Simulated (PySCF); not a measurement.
Si(OH)3(NH2) (H5NO3Si), SMILES N[Si](O)(O)O. Atoms are numbered in the order given.

```xyz
10

N      1.5912    -0.5831    -0.1390
Si    -0.0145     0.0095    -0.0161
O     -0.0285     1.2826     1.0504
O     -0.6131     0.5823    -1.4427
O     -1.0050    -1.2401     0.4486
H      1.7562    -1.4349    -0.6662
H      2.3433     0.0809    -0.2943
H      0.3730     1.1269     1.9102
H     -1.5121     0.9249    -1.4174
H     -0.7236    -1.7478     1.2153
```

The structure is a stationary point at ωB97X-D3(BJ)/def2-SVP. The geometry has at least one imaginary mode, so it is a saddle point at that level. Other conformers were not sampled.

All values below come from HF/pcSseg-1 in PySCF.

GIAO shieldings, no solvent; atoms listed in one row are averaged. δ = σ(ref) − σ: ¹⁵N against NH3 (σ = 267.3 ppm); ²⁹Si against TMS (σ = 393.8 ppm); ¹⁷O against H2O (σ = 333.0 ppm); ¹H against TMS (σ = 31.99 ppm), references at their B3LYP-D3(BJ)/def2-TZVP geometries, non-relativistic.

Computed chemical shifts:
```json
[
 {"nucleus": "¹⁵N", "atoms": "N1", "count": "1", "δ (ppm)": "15.2"},
 {"nucleus": "²⁹Si", "atoms": "Si2", "count": "1", "δ (ppm)": "-59.7"},
 {"nucleus": "¹⁷O", "atoms": "O5", "count": "1", "δ (ppm)": "37.5"},
 {"nucleus": "¹⁷O", "atoms": "O3", "count": "1", "δ (ppm)": "37.3"},
 {"nucleus": "¹⁷O", "atoms": "O4", "count": "1", "δ (ppm)": "30.3"},
 {"nucleus": "¹H", "atoms": "H9", "count": "1", "δ (ppm)": "2.48"},
 {"nucleus": "¹H", "atoms": "H10", "count": "1", "δ (ppm)": "1.96"},
 {"nucleus": "¹H", "atoms": "H8", "count": "1", "δ (ppm)": "1.96"},
 {"nucleus": "¹H", "atoms": "H6, H7", "count": "2", "δ (ppm)": "1.03"}
]
```
